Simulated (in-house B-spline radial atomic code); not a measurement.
Stripping lithium of all its electrons. The total binding energy is the sum of the 3 successive ionisation energies. Configuration: [He] 2s1. Computed with a B-spline radial code for spherical atoms: Dirac-Hartree-Fock, average of configuration, Fermi nucleus of rms radius 2.444 fm.

Dirac-Coulomb total energy: -7.4335 hartree. First-order corrections (hartree): Breit 0.0002624, self-energy 0.0001209, vacuum polarisation -4.191e-06, recoil 0.000581.

Question: What total binding energy follows, and how does it compare with the sum of NIST's ionisation energies?

Answer: 202.25 eV from the corrected total, against 203.49 ± 1.2e-06 eV from NIST's table (measured, semi-empirical and theoretical entries, uncertainties added in quadrature). The table binds 1.2 eV more, 0.41 eV per electron, the size expected of the correlation energy that Hartree-Fock leaves out.

Question: What share of the binding belongs to the last two electrons?

Answer: 97 % by NIST's values (198.1 eV).
